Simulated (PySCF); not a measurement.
FH7N2Si2, SMILES N[SiH2]N[SiH2]F. The structure is a stationary point at PBE-D3(BJ)/def2-SVP. The structure was generated by enumeration, and PubChem lists no compound with its InChIKey, so it may never have been made. The values are those of a single conformer.

Computed equilibrium geometry at PBE-D3(BJ)/def2-SVP (PySCF confirms it by a frequency run) as Cartesian coordinates in Å (one conformer of several):
```xyz
12

Si     1.3717    -0.1975    -0.9374
F      2.2975    -0.6344     0.3521
N     -0.3155    -0.4809    -0.6720
Si    -1.4785     0.5831     0.1352
N     -1.8007     0.3521     1.8276
H      1.5806     1.2706    -1.1359
H      1.8426    -1.0338    -2.0888
H     -0.6320    -1.4422    -0.8435
H     -2.8042     0.4005    -0.5459
H     -0.8927     1.9522    -0.0403
H     -2.4195    -0.4080     2.1201
H     -1.0430     0.4724     2.5053
```
Charge 0, spin multiplicity 1.
